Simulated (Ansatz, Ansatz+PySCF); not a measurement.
```json
{"atom": "Mg", "x (Å)": "0.0000", "y (Å)": "0.0000", "z (Å)": "0.0000"}
{"atom": "S", "x (Å)": "0.7936", "y (Å)": "1.0582", "z (Å)": "2.2910"}
```

Basis set: STO-3G (spherical functions). Left uncorrelated: 6 orbitals. Correlation on ROHF uses semicanonical orbitals with singles. Charge 0, multiplicity 3.

Computed with Ansatz (development build ahead of 0.2.0); the reference of a correlated method needn't be the lowest determinant of its kind.

Give the atomization energy at this shape (free ground-state atoms in the same class of orbitals less the molecule, no zero-point energy) of triplet MgS by ROHF-CCSD(T), ROHF-CCSD.

```json
{"method": "ROHF-CCSD(T)", "atomization energy": "0.94 eV"}
{"method": "ROHF-CCSD", "atomization energy": "0.91 eV"}
```

Caution: the reference determinant was not shown to be the lowest.

This basis has no polarisation functions and is too small for such energies, which can lie far from measured ones in either direction.
